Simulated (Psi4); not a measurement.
Dimer: CH3Cl (SMILES CCl) (first 5 atoms) with C2H6 (SMILES CC); geometry from B3LYP-D3(BJ)/def2-TZVP.
(charge 0, multiplicity 1):
```json
[
 {"atom": "C", "x (Å)": "-0.6717", "y (Å)": "-0.9111", "z (Å)": "0.8401"},
 {"atom": "Cl", "x (Å)": "-0.8430", "y (Å)": "0.8742", "z (Å)": "0.7990"},
 {"atom": "H", "x (Å)": "-0.5880", "y (Å)": "-1.2688", "z (Å)": "-0.1815"},
 {"atom": "H", "x (Å)": "0.2218", "y (Å)": "-1.1551", "z (Å)": "1.4063"},
 {"atom": "H", "x (Å)": "-1.5509", "y (Å)": "-1.3272", "z (Å)": "1.3220"},
 {"atom": "C", "x (Å)": "0.7412", "y (Å)": "0.3410", "z (Å)": "4.3095"},
 {"atom": "C", "x (Å)": "-0.6089", "y (Å)": "-0.3567", "z (Å)": "4.4447"},
 {"atom": "H", "x (Å)": "1.0635", "y (Å)": "0.3857", "z (Å)": "3.2678"},
 {"atom": "H", "x (Å)": "1.5161", "y (Å)": "-0.1758", "z (Å)": "4.8794"},
 {"atom": "H", "x (Å)": "0.6915", "y (Å)": "1.3685", "z (Å)": "4.6747"},
 {"atom": "H", "x (Å)": "-1.3738", "y (Å)": "0.1532", "z (Å)": "3.8567"},
 {"atom": "H", "x (Å)": "-0.9441", "y (Å)": "-0.3754", "z (Å)": "5.4835"},
 {"atom": "H", "x (Å)": "-0.5589", "y (Å)": "-1.3921", "z (Å)": "4.0999"}
]
```

Computed with SAPT0/jun-cc-pV(D+d)Z in Psi4 1.11.

Problem. Which attractive term is largest, and how does the interaction split up?

Solution. electrostatics -0.74, exchange 2.01, induction -0.22, dispersion -1.72, total -0.66 kcal/mol; the largest attraction is dispersion.
